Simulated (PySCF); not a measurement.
Circular dichroism: `[CH3][GeH2]/[CH]=C1\[C@@H](Cl)[C@H]1F`, C5H8ClFGe

Geometry (Å), atoms numbered from 1 in this order:
```xyz
16

C    -2.1665    0.3257    0.7096
Ge   -1.6093   -0.8462   -0.7632
C     0.2766   -0.5875   -1.2299
C     1.1340    0.0597   -0.4765
C     1.3988    0.6915    0.8185
Cl    1.2730   -0.2985    2.2746
C     2.5211    0.4377   -0.1744
F     3.4345   -0.5408    0.0776
H    -2.0059    1.3688    0.4489
H    -1.5916    0.1033    1.6040
H    -3.2203    0.1905    0.9374
H    -1.8108   -2.2972   -0.4306
H    -2.4016   -0.5919   -2.0179
H     0.6312   -1.0087   -2.1632
H     1.1198    1.7175    1.0200
H     3.0095    1.2849   -0.6464
```

Computed with PySCF 2.14.0, TDDFT B3LYP/def2-SVPD circular dichroism and optical rotation, one conformer, gas phase. Geometry: GFN2-xTB.

The molecule is flexible and this is one conformer; a measurement averages over conformers. The calculation is non-relativistic, which matters for the atoms heavier than Zn.

Question: Assign R or S to each stereocentre.

Answer: C5 R, C7 S.

Question: List the lowest 12 singlet excitations with oscillator and rotatory strengths.

Answer: Rotatory strengths R in 10⁻⁴⁰ esu² cm², velocity form and length form (origin at the centre of mass); f in length form.
| state | E (eV) | λ (nm) | f | R (velocity) | R (length) | main |
| --- | --- | --- | --- | --- | --- | --- |
| 1 | 4.84 | 256 | 0.009 | +38.6 | +39.1 | HOMO→LUMO 0.56, HOMO−1→LUMO 0.43 |
| 2 | 5.13 | 242 | 0.040 | -2.4 | -2.8 | HOMO−1→LUMO 0.45, HOMO→LUMO 0.29 |
| 3 | 6.06 | 205 | 0.210 | -13.6 | -15.3 | HOMO−2→LUMO 0.62, HOMO−4→LUMO 0.15 |
| 4 | 6.16 | 201 | 0.061 | +59.8 | +59.7 | HOMO−4→LUMO 0.53, HOMO−3→LUMO 0.32 |
| 5 | 6.33 | 196 | 0.033 | +1.1 | +0.9 | HOMO−3→LUMO 0.67, HOMO−4→LUMO 0.29 |
| 6 | 6.96 | 178 | 0.003 | -11.0 | -10.9 | HOMO→LUMO+1 0.84 |
| 7 | 7.06 | 176 | 0.026 | +6.4 | +6.4 | HOMO−5→LUMO 0.75, HOMO−6→LUMO 0.13 |
| 8 | 7.14 | 174 | 0.007 | +2.1 | +1.7 | HOMO−1→LUMO+1 0.89 |
| 9 | 7.17 | 173 | 0.010 | -7.7 | -7.7 | HOMO−6→LUMO 0.67, HOMO−5→LUMO 0.09 |
| 10 | 7.31 | 170 | 0.026 | +38.3 | +41.6 | HOMO→LUMO+2 0.56, HOMO→LUMO+3 0.13 |
| 11 | 7.44 | 167 | 0.0009 | +5.6 | +4.9 | HOMO→LUMO+3 0.49, HOMO→LUMO+2 0.19 |
| 12 | 7.47 | 166 | 0.005 | -10.2 | -8.6 | HOMO−1→LUMO+2 0.49, HOMO→LUMO+3 0.13 |

Among the states computed, the strongest CD band (largest |R|) is state 4. The largest dissymmetry factor in size, g = 4R/(D+G), with D and G the electric and magnetic dipole strengths, is +0.057 for state 11 (velocity form, f = 0.001), among bands with |R| over 0.5. The mirror image has the same energies and oscillator strengths and all R with the opposite sign.
